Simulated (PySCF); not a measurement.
C2H4N, SMILES [CH2]N=C, multiplicity 2. Atoms are numbered in the order given.

```xyz
7

C      0.0000     1.1379     0.1543
N      0.0000     0.0000    -0.5060
C      0.0000    -1.1379     0.1543
H      0.0000     1.1798     1.2472
H      0.0000     2.0667    -0.4019
H      0.0000    -2.0667    -0.4019
H      0.0000    -1.1798     1.2472
```
Charge 0, spin multiplicity 2.

Geometry: B3LYP-D3(BJ)/def2-TZVP. The isomer is the one that the SMILES or the coordinates give; other isomers of the formula were not compared.

Calculation: PySCF with M06-2X/def2-TZVPD.

Gas-phase values at a fixed geometry.

Computed frontier levels, dipole moment and polarisability:
| Item | Value |
|---|---|
| α spin, highest occupied and lowest empty level | -7.10 and 0.70 eV |
| β spin, highest occupied and lowest empty level | -9.07 and -1.46 eV |
| dipole moment | 1.59 D |
| quadrupole, principal values (traceless, Buckingham form, about the centre of nuclear charge) | -2.91, -1.82, 4.73 D·Å |
| mean static polarisability | 37.1 bohr³ (5.50 Å³) |
| polarisability, principal values | 25.2, 32.6, 53.6 bohr³ |
| ⟨S²⟩ | 0.780 (pure state 0.75) |
